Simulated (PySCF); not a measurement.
Molecule: SMILES C=CP(C)C#CC, C6H9P.

Geometry (Å), atoms numbered from 1 in this order:
```xyz
16

C    -2.621    1.187    0.120
C    -1.449    1.147    0.733
P    -0.685   -0.321    1.501
C    -1.307   -1.660    0.374
C     0.906   -0.102    0.762
C     2.038    0.047    0.377
C     3.375    0.225   -0.144
H    -3.030    2.110   -0.262
H    -3.227    0.308   -0.028
H    -0.881    2.057    0.887
H    -2.339   -1.896    0.628
H    -0.702   -2.552    0.531
H    -1.242   -1.355   -0.669
H     4.092    0.268    0.676
H     3.634   -0.607   -0.799
H     3.432    1.153   -0.714
```

Frames of a GFN2-xTB Langevin trajectory at 200 K; GIAO PBE0/pcSseg-1 shieldings in PySCF 2.14.0 with density-fitted response routines, gas phase, non-relativistic; equivalent atoms averaged within each frame.

δ = σ(ref) − σ, references computed at the same level: TMS for ¹³C (σref 186.93) and ¹H (σref 31.72); H3PO4 for ³¹P (σref 318.38). The references are static minima.

Q: How do the shifts (ppm) fluctuate along the trajectory?

A: 
```
         time (fs)     C2     C1     C6    C5    C4    C7     P3   H10    H9    H8
               250  149.7  123.8  111.7  83.5  18.6   9.1  -82.9  6.98  5.34  4.61
               425  153.5  122.7  111.9  87.3  25.5   3.1  -74.0  6.81  5.18  5.44
               625  161.7  123.9  108.1  87.6  22.9   2.1  -62.8  7.42  5.25  6.57
               800  148.2  126.2  110.8  82.9  14.1  11.5  -86.2  6.83  5.36  6.16
              1000  161.2  123.6  109.1  90.1  20.7   5.2  -53.6  6.84  5.34  5.83
    mean of frames  154.9  124.1  110.3  86.3  20.4   6.2  -71.9  6.98  5.29  5.72
standard deviation    6.3    1.3    1.6   3.0   4.3   4.0   13.7  0.26  0.08  0.75
```

5 frames give an uncertainty of the mean of about the standard deviation over 2.2 at best, since frames this close in time may not be independent; classical motion lacks zero-point vibration, and the reference would need the same averaging.
